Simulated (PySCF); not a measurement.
Species: C4H9BO3.
Bonds: C1–O2, O2–B3, B3–O4, B3–O5, O5–C6, C6–C7, C7–C8, C6–C8. Hydrogens: H9, H10, H11 on C1; H12 on O4; H13 on C6; H14, H15 on C7; H16, H17 on C8.

Definitions: NICS(0) = −σiso at the ring centroid; NICS(1) = −σiso and NICS(1)zz = −σzz at ±1 Å along the ring normal z. Level: GIAO KT3/pcSseg-1 (PySCF, non-relativistic, gas phase) on the PBE0-D3(BJ)/def2-SVP geometry, one conformer.

Ring bond lengths (Å): C6–C7 1.495, C7–C8 1.510, C8–C6 1.494.

Task: What do the NICS probes read (ppm)?

Result: 
| ring | type | NICS(0) | NICS(1), two faces | NICS(1)zz, two faces | rms pucker (Å) | centre to ring atoms, mean (Å) |
| --- | --- | --- | --- | --- | --- | --- |
| C6–C7–C8 | 3-membered carbocycle; formal bonds all single | -37.3 | -8.6 / -6.0 | -23.1 / -21.0 | 0.00 | 0.87 |

Task: What do they say, and how far can they be read as aromaticity?

Result: 
- C6–C7–C8: mean NICS(1)zz -22.0 ppm, shielded. C6, C7, C8 have four or more neighbours, and the NICS criterion for π rings isn't applied. NICS(0) lies 30 ppm below the mean NICS(1).

Task: At the second NICS(1) probe listed for ring C6–C7–C8, 1 Å off the ring, how large is the induced field along the normal in 9.4 T applied along it?

Result: NICSzz × B0 = -21.0 ppm × 9.4 T = -197 μT, against the applied field.

Task: What are the shieldings of the ring atoms and their hydrogens in the same run (means over atoms taken as equivalent)?

Result: 
```tsv
atoms	environment	σ isotropic (ppm)	principal values of the symmetric part, first atom (ppm)
C6	sp3 carbon bound to oxygen	130.8	85.2, 103.7, 203.5
C7 (×2)	three-membered-ring carbon	175.2	150.1, 166.5, 209.1
H13	methine hydrogen	28.10	21.3, 27.7, 35.4
H14 (×2)	methylene hydrogen	30.01	23.6, 29.6, 36.7
H15 (×2)	methylene hydrogen	31.02	25.5, 26.9, 40.7
```

Task: How do the values depend on the level or the medium?

Result: 
```csv
level,"NICS(0), C6–C7–C8","mean NICS(1)zz, C6–C7–C8"
"KT3/pcSseg-1, gas",-37.3,-22.0
"PBE0/pcSseg-1, gas",-39.3,-23.5
"PBE0/pcSseg-1, IEF-PCM acetone",-39.6,-23.6
"PBE0/pcSseg-1, IEF-PCM chloroform",-39.5,-23.6
```

The geometry is the same throughout; the continuum's cavity takes Bondi-type radii × 1.2.

The values belong to the conformer `[CH3:1][O:2][B:3]([OH:4])[O:5][CH:6]1[CH2:7][CH2:8]1`: C1–O2–B3–O4 -1°, O2–B3–O5–C6 0°, B3–O5–C6–C7 -37°, H–O4–B3–O2 179°.
